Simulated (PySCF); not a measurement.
C11H20AlP.
Cartesian coordinates in Å at the PBE0-D3(BJ)/def2-SVP level; atoms count from 1:
```
atom  x, y, z in Å
C1    -2.005   -0.178   -2.198
Al2   -2.081    0.617   -0.380
C3    -3.486   -0.068    0.856
C4    -1.591    2.535   -0.195
P5    -0.148   -0.548    0.686
C6    -0.369   -2.359    0.661
C7     0.059   -0.159    2.463
C8     1.502   -0.237   -0.022
C9     1.918    1.098   -0.138
C10    3.164    1.402   -0.678
C11    4.003    0.381   -1.124
C12    3.591   -0.946   -1.027
C13    2.348   -1.255   -0.477
H14   -1.059    0.055   -2.719
H15   -2.118   -1.276   -2.194
H16   -2.819    0.215   -2.834
H17   -3.566   -1.169    0.857
H18   -4.477    0.310    0.548
H19   -3.345    0.256    1.902
H20   -1.367    2.834    0.845
H21   -2.436    3.169   -0.519
H22   -0.731    2.825   -0.822
H23   -1.323   -2.586    1.158
H24    0.444   -2.891    1.177
H25   -0.440   -2.703   -0.381
H26    0.305    0.907    2.568
H27   -0.896   -0.342    2.977
H28    0.856   -0.763    2.920
H29    1.254    1.905    0.185
H30    3.477    2.446   -0.761
H31    4.978    0.622   -1.554
H32    4.241   -1.750   -1.380
H33    2.041   -2.301   -0.409
```

NICS = −σ at a ghost point: NICS(0) at the centroid of the ring atoms, NICS(1) 1 Å to either side along the normal of their mean plane, zz for the tensor component along that normal. Level: GIAO PBE/pcSseg-1 (PySCF, non-relativistic, gas phase) on the PBE0-D3(BJ)/def2-SVP geometry, one conformer.

Ring bond lengths (Å): C8–C9 1.403, C9–C10 1.392, C10–C11 1.395, C11–C12 1.393, C12–C13 1.394, C13–C8 1.399.

Question: What do the NICS probes read (ppm)?

Answer: 
```csv
ring,type,NICS(0),"NICS(1), two faces","NICS(1)zz, two faces",rms pucker (Å),"centre to ring atoms, mean (Å)"
C8–C9–C10–C11–C12–C13,6-membered carbocycle; formal bonds all aromatic,-7.8,-10.8 / -10.9,-26.9 / -26.7,0.00,1.40
```

Question: What do they say, and how far can they be read as aromaticity?

Answer: 
- C8–C9–C10–C11–C12–C13: mean NICS(1)zz -26.8 ppm, shielded, aromatic by this magnetic criterion (flat ring, no four-coordinate atom).

Question: How equal are the bonds by HOMA? HOMA = 1 − mean of α(R − Ropt)² over the ring bonds, with Krygowski's 1993 parameters (CC: Ropt 1.388 Å, α 257.7 Å⁻²).

Answer: 
- C8–C9–C10–C11–C12–C13: HOMA 0.98 = 1 − EN − GEO, with mean bond length 1.396 Å, EN = α(Ropt − mean)² = 0.017 and GEO = α × variance = 0.004. The geometric and the magnetic index point the same way.

Question: List the ring angles.

Answer: 
- C8–C9–C10–C11–C12–C13: C8 119.1°, C9 120.4°, C10 120.2°, C11 119.8°, C12 120.2°, C13 120.4°; sum 720.0° against 720° for a flat convex ring.

Question: How do the values depend on the level or the medium?

Answer: 
| level | NICS(0), C8–C9–C10–C11–C12–C13 | mean NICS(1)zz, C8–C9–C10–C11–C12–C13 |
| --- | --- | --- |
| PBE/pcSseg-1, gas | -7.8 | -26.8 |
| PBE0/pcSseg-1, gas | -8.3 | -28.0 |

The geometry is the same throughout.
